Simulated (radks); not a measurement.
The numbers below are computed, except where a source is named.
Task: The mean radii <r> (bohr) of the occupied orbitals of an atom or ion are listed with their occupations. Level of theory: scalar-relativistic Kohn-Sham, PBEsol, spin-polarised, spherical densities, finite nucleus; Fermi nuclear charge, rms radius of each element as measured or else 0.836 A^(1/3) + 0.57 fm (a radial shooting solver on a logarithmic mesh with Libxc functionals).

orbital  occ.      <r>
1s          2  0.08577
2s          2   0.4092
2p          6   0.3697

Name the element and its charge. Open shells, if any, are filled with parallel spins first.

Result: Z = 18, argon, charge +8: Ar8+ in [Ne]. The 1s radius gives Z: for a bare nucleus <r> = (2 gamma + 1)/(2Z) with gamma = sqrt(1 - (Z/c)^2), 0.08285 bohr for Z = 18, and screening makes it slightly larger (0.08577 here). The occupations add up to 10, and the charge is Z minus that.
